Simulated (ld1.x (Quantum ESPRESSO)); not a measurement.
**nickel, TM: configuration errors across variants**

Ni (Z = 28), norm-conserving Troullier–Martins (Kleinman–Bylander form), made with ld1.x (Quantum ESPRESSO) 7.5 (PBE, scalar-relativistic). Core [Ne] 3s2, reference 3p6 3d8 4s2 4p0. Waves: 4s (bound): rc 1.75 bohr; 3p (bound): rc 0.95 bohr; 3d (bound): rc 1.05 bohr. Local part: all-electron potential smoothed inside 1.35 bohr (lloc = -1). Core correction: a·sin(br)/r model core inside 0.80 bohr.

All-electron excitation energies from the reference (eV): (1) 3p6 3d8 4s1 4p0 9.322; (2) 3p6 3d8 4s0 4p0 26.673; (3) 3p6 3d7 4s0 4p0 64.140; (4) 3p6 3d6 4s0 4p0 121.697; (5) 3p6 3d8.5 4s1.5 4p0 -1.183; (6) 3p6 3d9 4s0 4p0 6.318.

Tests that are not counted but printed errors over 1 eV. “base”: 3p5 3d8 4s2 4p0 (solver errors, printed error -2780 eV). “all radii but the core radius scaled by about 1.07 (s 1.86, p 1.02, d 1.12 bohr); local potential all-electron potential smoothed inside 1.44 bohr (lloc = -1)”: 3p5 3d8 4s2 4p0 (solver errors, printed error -2511 eV).

A true bound ghost makes a file unfit for plane-wave use even where its test errors are small: the radial tests pick states by their node count and pass the ghost by. Where a test does run into it, the solver fails or the error is huge.

Errors AE − PS in meV (a dash: test not solved or not reliable):

| change | (1) | (2) | (3) | (4) | (5) | (6) | bound ghosts |
| --- | --- | --- | --- | --- | --- | --- | --- |
| base | -7.8 | -41 | +26 | +1.5 | -20 | -122 | s |
| all radii but the core radius scaled by about 0.74 (s 1.28, p 0.70, d 0.78 bohr); local potential all-electron potential smoothed inside 1.00 bohr (lloc = -1) | +0.1 | +5.8 | -39 | -261 | -5.1 | -12 | p, s |
| all radii but the core radius scaled by about 0.82 (s 1.44, p 0.78, d 0.86 bohr); local potential all-electron potential smoothed inside 1.10 bohr (lloc = -1) | -3.1 | -16 | -8.9 | -106 | -9.1 | -51 | s |
| all radii but the core radius scaled by about 0.92 (s 1.60, p 0.88, d 0.96 bohr); local potential all-electron potential smoothed inside 1.24 bohr (lloc = -1) | -5.9 | -33 | +11 | -42 | -15 | -93 | s |
| all radii but the core radius scaled by about 1.07 (s 1.86, p 1.02, d 1.12 bohr); local potential all-electron potential smoothed inside 1.44 bohr (lloc = -1) | -11 | -42 | +25 | -8.0 | -36 | -132 | s |
| all radii but the core radius scaled by about 1.22 (s 2.14, p 1.16, d 1.28 bohr); local potential all-electron potential smoothed inside 1.64 bohr (lloc = -1) | -3.3 | -39 | +0.5 | -74 | -15 | -134 | none |
| all radii but the core radius scaled by about 1.29 (s 2.26, p 1.22, d 1.36 bohr); local potential all-electron potential smoothed inside 1.74 bohr (lloc = -1) | -3.3 | -36 | -25 | -116 | -14 | -121 | none |
| all radii but the core radius scaled by about 1.37 (s 2.40, p 1.30, d 1.44 bohr); local potential all-electron potential smoothed inside 1.84 bohr (lloc = -1) | -3.2 | -35 | -69 | -218 | -14 | -110 | none |

(1) Give the same row for: all radii but the core radius scaled by about 1.14 (s 1.98, p 1.08, d 1.20 bohr); local potential all-electron potential smoothed inside 1.54 bohr (lloc = -1).

Results:

(1) -0.6, -41, +18, -31, -12, -139; bound ghosts: none.
